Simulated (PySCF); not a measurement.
TaF6, SMILES [Ta-]([F])([F])([F])([F])([F])[F], charge -1, multiplicity 1. Geometry optimised at PBE-D3(BJ)/def2-SVPD. The spin state was assumed, not searched. The isomer is the one that the SMILES or the coordinates give; other isomers of the formula were not compared. The def2 effective core potentials stand for the cores of Ta; spin–orbit coupling is left out.

Problem. Give the equilibrium geometry at PBE-D3(BJ)/def2-SVPD (PySCF confirms it by a frequency run) as Cartesian coordinates in Å, and its point group. (The exact figures need the calculation; the answer reports its results.)

Solution. point group Oh.
```xyz
7

Ta     0.0000     0.0000     0.0000
F      0.0000     1.9413     0.0000
F      0.0000    -1.9413     0.0000
F      0.0000     0.0000    -1.9413
F      1.9413     0.0000     0.0000
F     -1.9413     0.0000     0.0000
F      0.0000     0.0000     1.9413
```
Charge -1, spin multiplicity 1.
